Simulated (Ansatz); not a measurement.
Calculated with Ansatz (gas phase, PBE0-D4/def2-TZVP geometries, no zero-point term in ΔE). CCSD(T)/CBS adds triple-zeta CCSD(T) − MP2 to the extrapolated MP2 energy (def2 sets, frozen cores). This one scheme is used for every species. Functionals use def2-TZVPP. B3LYP here is the variant with VWN-RPA as its local correlation; programs differ in this. Each species was taken in one conformer, which may not be the lowest.

Reaction (formal exchange of groups at a C–Si bond): `C=C[SiH2]O[SiH](F)F` + `[AlH2][SiH3]` → `C=C[SiH2][AlH2]` + `F[SiH](F)O[SiH3]`

Problem. Is it downhill or uphill in electronic energy at CCSD(T)/CBS, and by how much? (Best estimate.)

Solution. The calculation gave: Uphill: ΔE = +0.14 eV.

Problem. What do these levels give: PBE-D4, r2SCAN-D4, ωB97X-V, ωB97M-V, B2PLYP, r2SCAN, PBE0, B3LYP, SCS-MP2/def2-TZVPP, HF/def2-QZVPP, HF/CBS(def2), CCSD/CBS(def2)? (Best estimate.)

Solution. The calculation gave: PBE-D4 0.15, r2SCAN-D4 0.16, ωB97X-V 0.16, ωB97M-V 0.16, B2PLYP 0.12, r2SCAN 0.15, PBE0 0.13, B3LYP 0.12, SCS-MP2/def2-TZVPP 0.11, HF/def2-QZVPP 0.11, HF/CBS(def2) 0.11, CCSD/CBS(def2) 0.14 eV.

Largest T1 diagnostic among the species: 0.012.

The D4 term adds +0.04 eV with B3LYP and +0.02 eV with PBE0; it sums over pairs of atoms, weighted by their polarisabilities, and B3LYP, whose exchange is more repulsive, gets the larger term.
